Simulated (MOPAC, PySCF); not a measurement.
[Mo(F)6], neutral singlet in the gas phase. 

Cartesian coordinates (Å):
```xyz
7

Mo     0.0001     0.0001    -0.0003
F      1.3528     0.8678     0.9012
F      0.5961     0.7232    -1.5879
F     -1.3528    -0.8675    -0.9014
F     -0.5963    -0.7229     1.5872
F     -1.0983     1.4585     0.2496
F      1.0993    -1.4576    -0.2502
```
Charge 0, spin multiplicity 1.

All levels are single points at this geometry (BP86-D3(BJ)/def2-SVP); Pople sets use spherical d functions. Orbital energies aren't observables, and empty levels follow the basis.

```
level                                     HOMO (eV)  LUMO (eV)  gap (eV)  dipole (D)  vertical IE, Delta-SCF (eV)
----------------------------------------  ---------  ---------  --------  ----------  ---------------------------
B3LYP-D3(BJ)/def2-TZVP in PySCF              -12.51      -6.24      6.27        0.00                            –
TPSSh-D3(BJ)/def2-TZVP in PySCF              -11.66      -6.25      5.42        0.00                            –
B3LYP/6-311+G** (LANL2DZ on Mo) in PySCF     -12.82      -7.03      5.79        0.00                            –
M06-2X/6-31G* (LANL2DZ on Mo) in PySCF       -14.62      -5.69      8.92        0.00                            –
PBE/6-31G* (LANL2DZ on Mo) in PySCF          -10.26      -6.23      4.02        0.00                            –
AM1 in MOPAC                                 -15.37      -3.34     12.03        0.00                            –
```
